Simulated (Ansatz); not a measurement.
Relaxation of Si(vinyl)3(NEt2) (C10H19NSi) with RKS r2SCAN-D4/def2-SVP.

```sh
$ ansatz run in.yaml --threads 2 --pin off --events-out ev --progress --plain --max-ram 20480MiB --backend cuda --devices 0, --max-vram 18GiB
```

```yaml
crystal:
  periodic: [false, false, false]
  atoms:
    - {symbol: Si, position_ang: [0.397400, 0.674540, 0.203600]}
    - {symbol: C, position_ang: [0.437190, 0.656840, 2.096850]}
    - {symbol: C, position_ang: [1.516340, 0.431770, 2.827270]}
    - {symbol: H, position_ang: [-0.497470, 0.846180, 2.612170]}
    - {symbol: H, position_ang: [2.475210, 0.245190, 2.370450]}
    - {symbol: H, position_ang: [1.502620, 0.427400, 3.907450]}
    - {symbol: C, position_ang: [2.172390, 0.640940, -0.466090]}
    - {symbol: C, position_ang: [3.061840, 1.602610, -0.274870]}
    - {symbol: H, position_ang: [2.479990, -0.231730, -1.032140]}
    - {symbol: H, position_ang: [2.814860, 2.492330, 0.282280]}
    - {symbol: H, position_ang: [4.070110, 1.555420, -0.660110]}
    - {symbol: C, position_ang: [-0.451570, 2.259680, -0.381140]}
    - {symbol: C, position_ang: [-1.670840, 2.629450, -0.026620]}
    - {symbol: H, position_ang: [0.113300, 2.910400, -1.036780]}
    - {symbol: H, position_ang: [-2.277240, 2.021870, 0.625880]}
    - {symbol: H, position_ang: [-2.126980, 3.547400, -0.368530]}
    - {symbol: N, position_ang: [-0.523060, -0.687510, -0.321740]}
    - {symbol: C, position_ang: [-1.376360, -0.656680, -1.486680]}
    - {symbol: C, position_ang: [-0.605630, -0.881440, -2.788310]}
    - {symbol: C, position_ang: [-0.295740, -1.997490, 0.248980]}
    - {symbol: C, position_ang: [-1.393990, -2.390890, 1.236330]}
    - {symbol: H, position_ang: [-1.865880, 0.318390, -1.529650]}
    - {symbol: H, position_ang: [-2.151610, -1.421950, -1.383580]}
    - {symbol: H, position_ang: [0.139380, -0.099210, -2.910470]}
    - {symbol: H, position_ang: [-0.097890, -1.843180, -2.773130]}
    - {symbol: H, position_ang: [-1.283820, -0.860200, -3.637820]}
    - {symbol: H, position_ang: [-0.236350, -2.745230, -0.549850]}
    - {symbol: H, position_ang: [0.662140, -1.990460, 0.773150]}
    - {symbol: H, position_ang: [-1.431540, -1.667250, 2.045860]}
    - {symbol: H, position_ang: [-2.364050, -2.411830, 0.745680]}
    - {symbol: H, position_ang: [-1.192730, -3.375360, 1.651540]}
basis:
  gaussian: {orbitals: def2-SVP}
hamiltonian: {xc: r2scan, dispersion: d4}
scf: {lower_state_search: "off"}
output: {orbitals: {seedname: orbitals}}
relax: {f_tol: 0.03, max_steps: 70}
```

It took 2.6 min on 2 threads of AMD EPYC 7R13 on a shared host and a share (18 GiB) of an NVIDIA H100 80GB HBM3, peak host memory 0.95 GiB.

Positions (Å) and forces (eV/Å) at steps 1, 2, 3, 4, 5, 6, 7, 8, 9 of 37:

```xyz
31
step=1 energy=-20027.0395 eV
Si    0.397    0.675    0.204    0.278    0.410    0.297
C     0.437    0.657    2.097   -0.388    0.155   -1.192
C     1.516    0.432    2.827    0.475   -0.096    0.365
H    -0.497    0.846    2.612   -0.549    0.101    0.257
H     2.475    0.245    2.370    0.633   -0.110   -0.299
H     1.503    0.427    3.907   -0.052   -0.007    0.635
C     2.172    0.641   -0.466   -1.093   -0.467    0.272
C     3.062    1.603   -0.275    0.320    0.335    0.024
H     2.480   -0.232   -1.032    0.158   -0.467   -0.307
H     2.815    2.492    0.282   -0.128    0.621    0.398
H     4.070    1.555   -0.660    0.578   -0.026   -0.248
C    -0.452    2.260   -0.381    0.976   -0.789    0.039
C    -1.671    2.629   -0.027   -0.471    0.186    0.148
H     0.113    2.910   -1.037    0.304    0.406   -0.382
H    -2.277    2.022    0.626   -0.442   -0.417    0.434
H    -2.127    3.547   -0.369   -0.237    0.531   -0.197
N    -0.523   -0.688   -0.322   -0.161    0.067   -0.032
C    -1.376   -0.657   -1.487    0.452    0.005   -0.346
C    -0.606   -0.881   -2.788   -0.431    0.053    0.480
C    -0.296   -1.997    0.249   -0.494    0.189    0.367
C    -1.394   -2.391    1.236    0.487    0.029   -0.358
H    -1.866    0.318   -1.530   -0.335    0.207   -0.080
H    -2.152   -1.422   -1.384   -0.375   -0.176    0.047
H     0.139   -0.099   -2.910    0.368    0.346   -0.144
H    -0.098   -1.843   -2.773    0.267   -0.417   -0.051
H    -1.284   -0.860   -3.638   -0.239   -0.006   -0.485
H    -0.236   -2.745   -0.550    0.183   -0.284   -0.247
H     0.662   -1.990    0.773    0.422   -0.164    0.149
H    -1.432   -1.667    2.046   -0.051    0.292    0.393
H    -2.364   -2.412    0.746   -0.454   -0.021   -0.182
H    -1.193   -3.375    1.652   -0.001   -0.485    0.246
31
step=2 energy=-20027.1884 eV
Si    0.395    0.682    0.208    0.259    0.267    0.220
C     0.455    0.676    2.093   -0.095   -0.037   -0.340
C     1.548    0.450    2.833    0.071   -0.022    0.068
H    -0.495    0.846    2.613   -0.130    0.015    0.108
H     2.524    0.282    2.372    0.132   -0.037   -0.084
H     1.523    0.419    3.926   -0.028    0.042    0.139
C     2.171    0.635   -0.439   -0.310   -0.057   -0.009
C     3.063    1.620   -0.269    0.047    0.010    0.018
H     2.475   -0.237   -1.031    0.073   -0.096   -0.092
H     2.826    2.510    0.322   -0.041    0.160    0.054
H     4.069    1.589   -0.697    0.122   -0.026   -0.024
C    -0.430    2.276   -0.372    0.240   -0.237    0.028
C    -1.661    2.654   -0.007   -0.118   -0.026   -0.032
H     0.148    2.946   -1.019    0.061    0.133   -0.062
H    -2.294    2.019    0.619   -0.072   -0.067    0.120
H    -2.110    3.596   -0.335   -0.043    0.130   -0.038
N    -0.542   -0.679   -0.322   -0.168   -0.036   -0.042
C    -1.379   -0.664   -1.511    0.090   -0.024   -0.162
C    -0.612   -0.903   -2.815   -0.088    0.027    0.256
C    -0.314   -1.990    0.268   -0.138   -0.068    0.104
C    -1.414   -2.419    1.242    0.172    0.124   -0.170
H    -1.898    0.303   -1.577   -0.083    0.074    0.008
H    -2.165   -1.429   -1.401   -0.113   -0.060    0.026
H     0.130   -0.108   -2.966    0.106    0.086   -0.063
H    -0.079   -1.863   -2.789    0.084   -0.109   -0.027
H    -1.290   -0.912   -3.680   -0.067   -0.005   -0.098
H    -0.215   -2.744   -0.533    0.065   -0.081   -0.067
H     0.649   -1.988    0.803    0.134   -0.015    0.040
H    -1.470   -1.707    2.075   -0.038    0.063    0.120
H    -2.391   -2.440    0.743   -0.143   -0.008   -0.038
H    -1.216   -3.420    1.650    0.018   -0.119    0.040
31
step=3 energy=-20027.1923 eV
Si    0.399    0.684    0.211    0.044    0.054   -0.043
C     0.452    0.665    2.092    0.060   -0.020   -0.001
C     1.550    0.456    2.837    0.000    0.110    0.066
H    -0.501    0.849    2.617    0.051    0.023   -0.017
H     2.529    0.267    2.374   -0.048    0.032    0.024
H     1.532    0.498    3.938   -0.023   -0.090   -0.125
C     2.163    0.635   -0.458    0.028   -0.005    0.017
C     3.064    1.615   -0.275   -0.032    0.052   -0.052
H     2.475   -0.249   -1.037    0.031    0.009    0.092
H     2.805    2.543    0.260    0.076   -0.140    0.020
H     4.094    1.554   -0.659   -0.110    0.036   -0.007
C    -0.419    2.279   -0.364   -0.021    0.046    0.050
C    -1.666    2.640   -0.017    0.121    0.131    0.230
H     0.173    2.979   -0.978   -0.081   -0.062   -0.012
H    -2.284    2.016    0.646   -0.009   -0.026   -0.168
H    -2.105    3.605   -0.311   -0.004   -0.093   -0.049
N    -0.554   -0.673   -0.319   -0.117   -0.015   -0.029
C    -1.388   -0.663   -1.515    0.028   -0.039   -0.041
C    -0.612   -0.908   -2.811   -0.017    0.014    0.025
C    -0.315   -1.988    0.267   -0.028   -0.042    0.020
C    -1.419   -2.429    1.229    0.035    0.017   -0.024
H    -1.918    0.303   -1.586    0.028   -0.016    0.014
H    -2.179   -1.429   -1.402    0.015    0.006   -0.004
H     0.126   -0.105   -2.978   -0.025   -0.026    0.005
H    -0.063   -1.865   -2.777   -0.017    0.030    0.001
H    -1.288   -0.936   -3.682    0.023   -0.004    0.019
H    -0.194   -2.740   -0.539   -0.002    0.012    0.022
H     0.650   -1.982    0.808   -0.021    0.016   -0.004
H    -1.487   -1.730    2.078    0.001   -0.029   -0.032
H    -2.400   -2.448    0.726    0.024    0.001    0.012
H    -1.222   -3.440    1.625   -0.010    0.019   -0.009
31
step=4 energy=-20027.1291 eV rejected
Si    0.417    0.690    0.195   -0.196   -0.086    0.039
C     0.497    0.699    2.067   -0.041    0.251    0.062
C     1.599    0.524    2.807    0.054   -0.312   -0.085
H    -0.428    0.953    2.606   -0.156   -0.199   -0.013
H     2.572    0.335    2.340    0.080   -0.057   -0.009
H     1.566    0.493    3.898    0.053    0.205    0.201
C     2.195    0.575   -0.440    0.014   -0.098   -0.018
C     3.096    1.565   -0.322   -0.039    0.030   -0.053
H     2.551   -0.357   -0.919   -0.218    0.190   -0.091
H     2.891    2.503    0.206   -0.199    0.098   -0.050
H     4.097    1.503   -0.758    0.194   -0.135    0.050
C    -0.426    2.296   -0.296    0.148    0.176   -0.101
C    -1.687    2.605    0.045   -0.469   -0.499   -0.126
H     0.125    3.075   -0.842    0.141   -0.041    0.002
H    -2.365    1.881    0.543    0.324    0.214   -0.015
H    -2.158    3.546   -0.255    0.020    0.158    0.074
N    -0.615   -0.639   -0.306    0.302    0.035    0.249
C    -1.410   -0.653   -1.523   -0.263    0.145    0.316
C    -0.606   -0.895   -2.782    0.122   -0.043   -0.266
C    -0.343   -1.944    0.292    0.454    0.085   -0.195
C    -1.462   -2.457    1.171   -0.340   -0.003    0.214
H    -1.942    0.308   -1.584   -0.078    0.104   -0.164
H    -2.201   -1.420   -1.422    0.013   -0.027    0.008
H     0.130   -0.090   -2.936    0.041    0.026   -0.014
H    -0.056   -1.845   -2.711    0.092   -0.073   -0.045
H    -1.244   -0.946   -3.680   -0.026    0.012    0.026
H    -0.110   -2.695   -0.496    0.009    0.084    0.047
H     0.583   -1.845    0.895   -0.119   -0.192   -0.032
H    -1.644   -1.758    2.006    0.012   -0.062   -0.042
H    -2.406   -2.556    0.607    0.073    0.003    0.035
H    -1.219   -3.447    1.592    0.000    0.008   -0.003
31
step=5 energy=-20027.2076 eV
Si    0.404    0.689    0.213   -0.004    0.010   -0.029
C     0.469    0.676    2.091    0.030   -0.030    0.031
C     1.569    0.475    2.835   -0.005    0.022    0.005
H    -0.481    0.852    2.621    0.008    0.000   -0.014
H     2.549    0.300    2.371   -0.020    0.012    0.014
H     1.544    0.487    3.933    0.001   -0.014   -0.040
C     2.167    0.618   -0.455    0.024    0.018   -0.018
C     3.067    1.605   -0.303    0.001   -0.018    0.042
H     2.485   -0.277   -1.013   -0.015    0.023    0.027
H     2.829    2.528    0.246   -0.006   -0.041   -0.032
H     4.089    1.541   -0.702   -0.036    0.008   -0.016
C    -0.412    2.291   -0.339   -0.027    0.050    0.007
C    -1.666    2.634   -0.002   -0.110   -0.112    0.005
H     0.169    3.009   -0.938    0.010   -0.018    0.034
H    -2.317    1.961    0.582    0.123    0.097   -0.057
H    -2.120    3.587   -0.307    0.022   -0.020    0.011
N    -0.572   -0.660   -0.308   -0.008    0.012    0.042
C    -1.393   -0.656   -1.512   -0.032   -0.002    0.044
C    -0.608   -0.903   -2.798    0.023   -0.001   -0.042
C    -0.322   -1.974    0.278    0.046   -0.007   -0.034
C    -1.435   -2.439    1.212   -0.037   -0.002    0.026
H    -1.924    0.308   -1.585    0.014    0.002   -0.014
H    -2.184   -1.423   -1.403    0.015    0.003   -0.004
H     0.128   -0.098   -2.964   -0.011   -0.012    0.005
H    -0.056   -1.856   -2.754   -0.001    0.011   -0.003
H    -1.274   -0.939   -3.676    0.008    0.000    0.019
H    -0.168   -2.724   -0.526   -0.006    0.020    0.016
H     0.631   -1.948    0.839   -0.026   -0.007   -0.004
H    -1.536   -1.744    2.062    0.006   -0.019   -0.022
H    -2.405   -2.476    0.691    0.021    0.002    0.008
H    -1.227   -3.446    1.611   -0.004    0.011   -0.007
31
step=6 energy=-20027.2096 eV
Si    0.404    0.690    0.217    0.010    0.012   -0.002
C     0.472    0.675    2.094    0.008   -0.007    0.002
C     1.574    0.481    2.836    0.002   -0.009    0.000
H    -0.478    0.845    2.624   -0.014   -0.016    0.000
H     2.555    0.317    2.372    0.001   -0.002    0.002
H     1.547    0.478    3.933    0.005    0.015   -0.001
C     2.166    0.615   -0.452   -0.002   -0.004   -0.001
C     3.066    1.601   -0.308   -0.002    0.017   -0.029
H     2.483   -0.283   -1.006   -0.013    0.007    0.000
H     2.828    2.527    0.235   -0.012   -0.006   -0.002
H     4.080    1.544   -0.724    0.003   -0.012    0.013
C    -0.410    2.292   -0.336   -0.001    0.016   -0.003
C    -1.669    2.628   -0.010   -0.069   -0.053    0.043
H     0.174    3.014   -0.926    0.019   -0.006    0.006
H    -2.315    1.957    0.576    0.060    0.036   -0.048
H    -2.122    3.581   -0.313    0.006    0.001   -0.005
N    -0.574   -0.658   -0.303   -0.006    0.014    0.043
C    -1.392   -0.654   -1.509   -0.020    0.003    0.027
C    -0.604   -0.900   -2.793    0.015   -0.003   -0.023
C    -0.325   -1.973    0.280    0.031    0.001   -0.023
C    -1.440   -2.441    1.209   -0.025   -0.001    0.014
H    -1.921    0.311   -1.584    0.000    0.005   -0.012
H    -2.183   -1.420   -1.403    0.002   -0.001   -0.001
H     0.133   -0.095   -2.956    0.002    0.003   -0.001
H    -0.052   -1.853   -2.749    0.008   -0.004   -0.003
H    -1.268   -0.935   -3.673   -0.002    0.000    0.003
H    -0.168   -2.720   -0.525    0.002    0.006    0.004
H     0.625   -1.947    0.845   -0.009   -0.007    0.001
H    -1.544   -1.749    2.059    0.001   -0.005   -0.002
H    -2.408   -2.478    0.684    0.003    0.001    0.001
H    -1.233   -3.449    1.606   -0.001   -0.003   -0.001
31
step=7 energy=-20027.2135 eV
Si    0.411    0.691    0.233   -0.025   -0.053   -0.069
C     0.489    0.650    2.108    0.018    0.023    0.031
C     1.599    0.491    2.846   -0.019    0.000   -0.030
H    -0.468    0.778    2.638    0.014   -0.008    0.007
H     2.584    0.367    2.378   -0.005    0.005    0.002
H     1.576    0.481    3.942    0.005    0.002    0.015
C     2.161    0.603   -0.457    0.025    0.023    0.003
C     3.054    1.602   -0.359   -0.008   -0.025   -0.004
H     2.475   -0.312   -0.981    0.008   -0.006    0.001
H     2.812    2.543    0.154    0.004    0.012   -0.005
H     4.067    1.535   -0.777    0.005    0.003   -0.003
C    -0.393    2.300   -0.309   -0.074    0.065    0.032
C    -1.680    2.591   -0.049    0.124    0.017   -0.033
H     0.220    3.058   -0.825   -0.070   -0.051    0.066
H    -2.340    1.871    0.456    0.012    0.023   -0.003
H    -2.136    3.550   -0.327   -0.008   -0.027   -0.013
N    -0.587   -0.646   -0.282    0.000   -0.037    0.010
C    -1.391   -0.638   -1.497    0.010    0.017   -0.005
C    -0.590   -0.880   -2.777    0.008   -0.008    0.002
C    -0.337   -1.966    0.295    0.006    0.014    0.009
C    -1.464   -2.444    1.206   -0.013   -0.008   -0.002
H    -1.907    0.333   -1.575   -0.026   -0.019   -0.028
H    -2.189   -1.400   -1.405    0.027    0.015    0.014
H     0.145   -0.073   -2.932    0.000    0.000   -0.001
H    -0.036   -1.833   -2.735   -0.005    0.001    0.012
H    -1.248   -0.914   -3.661    0.001    0.005    0.004
H    -0.163   -2.710   -0.509    0.001    0.038    0.009
H     0.602   -1.934    0.879   -0.009   -0.018   -0.020
H    -1.584   -1.759    2.060    0.001    0.000   -0.001
H    -2.424   -2.481    0.666   -0.004   -0.001    0.000
H    -1.258   -3.454    1.597   -0.004   -0.006    0.001
31
step=8 energy=-20027.2159 eV
Si    0.412    0.691    0.240   -0.028   -0.043   -0.043
C     0.500    0.644    2.114    0.012    0.006    0.032
C     1.617    0.501    2.846   -0.013    0.006   -0.035
H    -0.457    0.755    2.649    0.022   -0.009    0.004
H     2.602    0.396    2.373   -0.015   -0.001    0.005
H     1.598    0.488    3.943    0.008    0.004    0.020
C     2.158    0.598   -0.458    0.036    0.036   -0.002
C     3.049    1.602   -0.383   -0.030   -0.030   -0.014
H     2.473   -0.327   -0.965    0.008    0.003    0.006
H     2.806    2.553    0.111    0.004    0.004   -0.004
H     4.059    1.530   -0.806    0.011   -0.001    0.000
C    -0.388    2.307   -0.286   -0.089    0.064    0.025
C    -1.685    2.581   -0.055    0.148   -0.005   -0.047
H     0.234    3.080   -0.769   -0.097   -0.071    0.060
H    -2.351    1.846    0.420    0.026    0.035   -0.020
H    -2.143    3.539   -0.335   -0.010   -0.008    0.008
N    -0.596   -0.641   -0.272    0.011   -0.013    0.016
C    -1.389   -0.633   -1.494    0.021    0.013   -0.014
C    -0.578   -0.877   -2.767    0.003   -0.007    0.002
C    -0.347   -1.962    0.301   -0.005    0.010    0.013
C    -1.482   -2.451    1.197   -0.006   -0.001   -0.004
H    -1.906    0.337   -1.579   -0.024   -0.012   -0.017
H    -2.188   -1.395   -1.407    0.018    0.010    0.011
H     0.157   -0.069   -2.918    0.002    0.001   -0.001
H    -0.022   -1.828   -2.717   -0.004   -0.001    0.010
H    -1.229   -0.914   -3.656    0.001    0.004    0.001
H    -0.162   -2.700   -0.506    0.001    0.025    0.007
H     0.585   -1.931    0.894   -0.008   -0.015   -0.015
H    -1.612   -1.772    2.055   -0.001    0.001   -0.001
H    -2.437   -2.487    0.648   -0.002    0.000    0.000
H    -1.278   -3.463    1.583   -0.001   -0.004    0.000
31
step=9 energy=-20027.2202 eV
Si    0.410    0.690    0.256   -0.021   -0.005    0.002
C     0.526    0.631    2.129    0.032   -0.031    0.022
C     1.659    0.525    2.844   -0.039    0.009   -0.026
H    -0.426    0.709    2.679    0.023   -0.005    0.002
H     2.640    0.453    2.356   -0.018   -0.002    0.003
H     1.657    0.510    3.941    0.010    0.005    0.002
C     2.149    0.592   -0.462    0.062    0.077    0.000
C     3.033    1.605   -0.438   -0.066   -0.058   -0.006
H     2.468   -0.353   -0.932    0.003    0.031    0.014
H     2.789    2.576    0.017   -0.003   -0.031   -0.017
H     4.041    1.522   -0.864    0.004   -0.005   -0.002
C    -0.386    2.320   -0.236   -0.146   -0.042    0.032
C    -1.697    2.570   -0.060    0.189    0.016   -0.066
H     0.247    3.115   -0.658   -0.062   -0.016    0.012
H    -2.376    1.813    0.356    0.018    0.005   -0.011
H    -2.152    3.530   -0.332   -0.016    0.016    0.024
N    -0.616   -0.631   -0.252    0.021    0.044    0.023
C    -1.382   -0.626   -1.493    0.034    0.003   -0.029
C    -0.542   -0.877   -2.746   -0.012    0.000    0.006
C    -0.373   -1.957    0.314   -0.038   -0.012    0.011
C    -1.527   -2.464    1.177    0.018    0.018   -0.013
H    -1.902    0.340   -1.598    0.002   -0.003    0.015
H    -2.179   -1.390   -1.417   -0.007   -0.007   -0.004
H     0.192   -0.067   -2.888    0.003    0.000    0.000
H     0.015   -1.826   -2.676   -0.003    0.001   -0.001
H    -1.175   -0.923   -3.647    0.009    0.000    0.003
H    -0.165   -2.682   -0.499   -0.001   -0.014    0.008
H     0.546   -1.930    0.926   -0.002   -0.004    0.005
H    -1.678   -1.798    2.042   -0.005   -0.002   -0.007
H    -2.469   -2.495    0.607    0.006    0.005    0.002
H    -1.327   -3.481    1.553    0.005    0.003   -0.004
```
